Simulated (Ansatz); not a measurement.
Cartesian coordinates in Å:
```
C 0.2403 1.4135 -2.1897
C 0.7656 0.7061 -0.9869
C 1.1467 -0.6605 -0.9094
C 1.6949 -0.9087 0.3843
C 1.6385 0.3061 1.1131
C 1.0660 1.2926 0.2700
W -0.5604 -0.3945 0.6669
C -1.2988 -2.2355 0.5114
O -1.7240 -3.2967 0.4196
C -2.2794 -0.0191 -0.2462
O -3.2466 0.2392 -0.8062
C -1.0552 -0.7532 2.5537
O -1.3061 -0.9362 3.6573
H 1.0686 1.8190 -2.7781
H -0.3262 0.7383 -2.8318
H -0.4100 2.2430 -1.9101
H 1.0702 -1.3757 -1.7150
H 2.1069 -1.8427 0.7341
H 1.9831 0.4605 2.1242
H 0.8888 2.3246 0.5349
H -1.4631 0.8798 1.4042
```

Total charge 0; spin multiplicity 1. W takes the def2 core potential.

Task: List the r2SCAN/def2-TZVPP orbital energies in eV (Ansatz). (Estimate.)

Result: Ansatz gave: Occupied: -517.29, -517.26, -517.23, -275.81, -275.81, -275.81, -274.49, -274.22, -274.19, -274.15, -274.11, -273.60, -78.93, -42.79, -42.51, -42.50, -29.41, -29.37, -29.36, -24.16, -20.53, -19.42, -18.06, -14.98, -14.92, -14.62, -14.13, -13.96, -13.69, -12.27, -11.71, -11.67, -11.51, -11.32, -11.27, -11.26, -11.20, -11.05, -10.86, -10.78, -10.52, -10.42, -10.18, -10.13, -9.59, -8.10, -7.40, -7.15, -5.69, -5.59. Lowest empty: -1.74, -1.61, -1.00, -0.94, -0.35, -0.14, 0.46, 0.75.
